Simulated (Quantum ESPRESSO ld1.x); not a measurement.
Q: All-electron atom: Te33+ in [Ar] 3d1 (the NIST ground configuration). All-electron calculation, non-relativistic Kohn-Sham, LDA (Slater exchange, VWN5 correlation), spin-polarised, spherical densities, point nucleus; open shells are filled with parallel spins first; relativity is left out, which matters for an element this heavy. Program: ld1.x of Quantum ESPRESSO 7.5. Some entries of the table are withheld. Estimate them.

orbital  occ.  eigenvalue (eV)  <r^2> (bohr^2)  <1/r> (bohr^-1)
1s up       1       -32046.296        0.001145            51.43
1s down     1       -32046.184        0.001145            51.43
2s up       1        -6188.989         0.01829            11.89
2s down     1        -6184.839         0.01828            11.90
2p up       3        -5925.495         0.01372              (1)
2p down     3        -5922.412         0.01370              (2)
3s up       1        -2279.223          0.1076            4.751
3s down     1        -2275.253          0.1077            4.745
3p up       3        -2179.384         0.09965            4.703
3p down     3        -2175.118         0.09984            4.696
3d up       1              (3)         0.07686              (4)
3d down     0              (5)         0.07706              (6)

A: 
(1) 2p up <1/r> (bohr^-1): 11.88
(2) 2p down <1/r> (bohr^-1): 11.89
(3) 3d up eigenvalue (eV): -2016.852
(4) 3d up <1/r> (bohr^-1): 4.592
(5) 3d down eigenvalue (eV): -2011.460
(6) 3d down <1/r> (bohr^-1): 4.588
